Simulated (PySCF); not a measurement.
Run record: EPR job, `O=C1OCO[C]=C1[SiH2]F` [radical].

Computed with UKS B3LYP, pcH-1 on C F H O Si, non-relativistic, mean-field spin-orbit, GIAO (PySCF 2.14.0). Geometry: GFN2-xTB. A driver script takes a list of jobs; this job's settings line and coordinates (Å) are shown.

Command:
```bash
OMP_NUM_THREADS=1 python probes_run.py task.json out
```

Input:
```
{"job": {"kind": "epr", "basis": "pcH-1"}, "charge": 0, "multiplicity": 2}
O      0.410397     1.922265    -0.869672
C     -0.200543     0.965871    -0.485988
O     -1.558003     0.909910    -0.612889
C     -2.253308    -0.123600     0.005687
O     -1.620833    -1.387835    -0.160840
C     -0.329440    -1.318430     0.026973
C      0.439403    -0.241566     0.071304
Si     2.293773    -0.144165     0.376184
F      3.043215    -0.427751    -1.015918
H     -2.353559     0.077300     1.087334
H     -3.236467    -0.183566    -0.468381
H      2.684887    -1.240978     1.246798
H      2.676089     1.193030     0.781679
```

Question: Estimate the output.

Answer: 
```
UKS, coarse grid
  cycle   1  E = -769.56528441  |g| = 8.79e-01
  cycle   2  E = -767.96034459  |g| = 2.03e+00
  cycle   3  E = -769.67664654  |g| = 5.75e-01
  cycle   4  E = -769.82969794  |g| = 8.58e-02
  cycle   5  E = -769.83119370  |g| = 6.81e-02
  cycle   6  E = -769.83314118  |g| = 2.09e-02
  cycle   7  E = -769.83334218  |g| = 7.46e-03
  cycle   8  E = -769.83336900  |g| = 3.50e-03
  cycle   9  E = -769.83337866  |g| = 1.43e-03
  cycle  10  E = -769.83338118  |g| = 7.39e-04
UKS, final grid
  cycle   1  E = -769.83340914  |g| = 1.12e-03
  cycle   2  E = -769.83340813  |g| = 2.11e-03
  cycle   3  E = -769.83340968  |g| = 2.67e-04
  cycle   4  E = -769.83340972  |g| = 1.07e-04
  cycle   5  E = -769.83340975  |g| = 8.69e-05
  cycle   6  E = -769.83340975  |g| = 2.86e-05
E = -769.83340975 Eh   <S^2> = 0.7565 (exact 0.7500)
g shifts (ppm)      1          2          3
  rmc          -205       -205       -205
  gc              9         35        -15
  oz_so        -410        -63       1148
  total        -606       -233        928
hyperfine (MHz)  atom isotope    a_iso     a_fc   dipolar eigenvalues
    0   17O      -3.39      -3.37    -17.68      5.25     12.43
    1   13C      58.77      58.80     -6.64     -5.59     12.23
    2   17O       0.67       0.68     -6.60      2.81      3.78
    3   13C      31.94      31.93     -6.37     -6.32     12.69
    4   17O    -130.64    -130.62    -19.74      9.29     10.45
    5   13C     509.99     510.06    -72.74    -56.12    128.86
    6   13C      61.05      61.09    -18.24     -4.07     22.31
    7  29Si     -25.74     -25.76     -6.08      2.75      3.34
    8   19F       1.05       1.01     -5.23     -3.92      9.16
    9    1H      -3.75      -3.76     -4.15     -2.20      6.35
   10    1H      12.82      12.82     -3.69     -1.44      5.13
   11    1H       0.08       0.08     -2.43     -2.00      4.43
   12    1H       2.69       2.69     -1.29     -0.89      2.18
```

rmc, gc and oz_so are the mass-correction, gauge-correction and orbital-Zeeman/spin–orbit parts of the g shift along its three principal axes; a_iso is the isotropic hyperfine coupling and a_fc its Fermi-contact part. Atoms in this output count from 0.

Question: Get g_iso from the total shifts.

Answer: Their mean is 30 ppm; added to g_e = 2.002319 it gives 2.00235.

Main results: ⟨S²⟩ 0.756; g_iso 2.0023.

Geometry: GFN2-xTB, one conformer, isolated molecule.

The run took 87 s of wall time (grids of density and orbitals included) on Arm Neoverse V2, one thread, no GPU, on a shared host, and the process peaked at 0.96 GiB of memory.
Labels such as C1 count atoms from 1, the log's own numbers from 0.
